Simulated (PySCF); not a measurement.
Bonding in `CO/C(C)=C/COC(F)(F)F`

Compound: C6H9F3O2.
Numbering: `[CH3:1][O:2]/[C:3]([CH3:4])=[CH:5]/[CH2:6][O:7][C:8]([F:9])([F:10])[F:11]` (hydrogens: H12, H13, H14 on C1; H15, H16, H17 on C4; H18 on C5; H19, H20 on C6)

Cartesian coordinates in Å at the PBE0-D3(BJ)/def2-SVP level; atoms count from 1:
```xyz
20
C6H9F3O2 angstrom
C     -2.7124   -0.5836   -0.7860
O     -2.2287    0.3036    0.1862
C     -0.9302    0.6446    0.1571
C     -0.5799    1.5532    1.2959
C     -0.0475    0.2188   -0.7703
C      1.3926    0.5926   -0.7162
O      2.1658   -0.1311    0.2706
C      2.3985   -1.4229    0.0550
F      2.8853   -1.6628   -1.1723
F      3.2870   -1.8423    0.9409
F      1.3060   -2.1872    0.1813
H     -3.7764   -0.7399   -0.5694
H     -2.6056   -0.1663   -1.8024
H     -2.1840   -1.5515   -0.7428
H      0.2505    1.1401    1.8856
H     -0.2711    2.5463    0.9337
H     -1.4548    1.6785    1.9454
H     -0.3588   -0.4700   -1.5558
H      1.5406    1.6385   -0.4177
H      1.8742    0.4516   -1.6944
```

Bond orders from the PBE0/pcSseg-1 density (PySCF). One conformer (not necessarily the lowest) at the PBE0-D3(BJ)/def2-SVP geometry, without solvent, vibrations or thermal averaging.

(1) How far do the computed orders between heavy atoms stray from the drawn ones?

(2) Set the Mayer orders of the bonds beside their lengths.

Results:

(1) The largest departure is 0.270, at C3–C5 (drawn double, 1.730). Drawn single, order above 1.12: O7–C8 (1.124). Drawn single, order below 0.88: C6–O7 (0.817).

(2) 
```
  bond  drawn as  length (Å)  Mayer order
 C1–O2    single       1.402        0.902
 O2–C3    single       1.343        1.070
 C3–C4    single       1.498        1.051
 C3–C5    double       1.349        1.730
 C5–C6    single       1.489        1.095
 C6–O7    single       1.447        0.817
 O7–C8    single       1.330        1.124
 C8–F9    single       1.342        0.995
C8–F10    single       1.323        1.059
C8–F11    single       1.339        1.015
C1–H12    single       1.097        0.968
C1–H13    single       1.104        0.952
C1–H14    single       1.104        0.952
C4–H15    single       1.099        0.943
C4–H16    single       1.101        0.944
C4–H17    single       1.097        0.954
C5–H18    single       1.090        0.936
C6–H19    single       1.098        0.949
C6–H20    single       1.099        0.941
```

Bonds between the same two heavy elements. C–O: lowest C6–O7 (0.817, 1.447 Å), highest O7–C8 (1.124, 1.330 Å). C–C: lowest C3–C4 (1.051, 1.498 Å), highest C3–C5 (1.730, 1.349 Å). C–F: lowest C8–F9 (0.995, 1.342 Å), highest C8–F10 (1.059, 1.323 Å).

Question: Sum the orders of all bonds at each heavy atom with more than one neighbour and set the sums beside the valence in the SMILES.

Answer: C1 3.774 (drawn 4), O2 1.972 (drawn 2), C3 3.851 (drawn 4), C4 3.892 (drawn 4), C5 3.761 (drawn 4), C6 3.802 (drawn 4), O7 1.941 (drawn 2), C8 4.193 (drawn 4). Orders between atoms that aren't bonded are not in these sums.

Mayer orders depend on the basis set.
